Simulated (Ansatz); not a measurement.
```yaml
crystal:
  periodic: [false, false, false]
  atoms:
    - {symbol: F, position_ang: [0.272804, -1.379726, 1.542669]}
    - {symbol: Si, position_ang: [-0.184906, -0.729898, 0.215552]}
    - {symbol: Cl, position_ang: [-1.667324, -1.815184, -0.487710]}
    - {symbol: C, position_ang: [0.218241, 0.964441, -0.180758]}
    - {symbol: O, position_ang: [0.962126, -0.191372, -0.729586]}
    - {symbol: H, position_ang: [0.824048, 1.571700, 0.461300]}
    - {symbol: H, position_ang: [-0.337112, 1.484303, -0.919826]}
basis:
  gaussian: {orbitals: 6-31G}
hamiltonian: {xc: {name: HF}}
correlation: {method: mp2, frozen_orbitals: {F: 9}}
accuracy: high
output: {forces: true}
```

```sh
$ ansatz run in.yaml --threads 2 --pin off --events-out ev --progress --plain --max-ram 4352MiB
```

It prints (some lines left out):

```
Functional definition: HF
Error: "frozen_orbitals" has no count for Si
```

In this input frozen orbitals are typed for one element alone, and the program wants a count for each. The program refused the input.
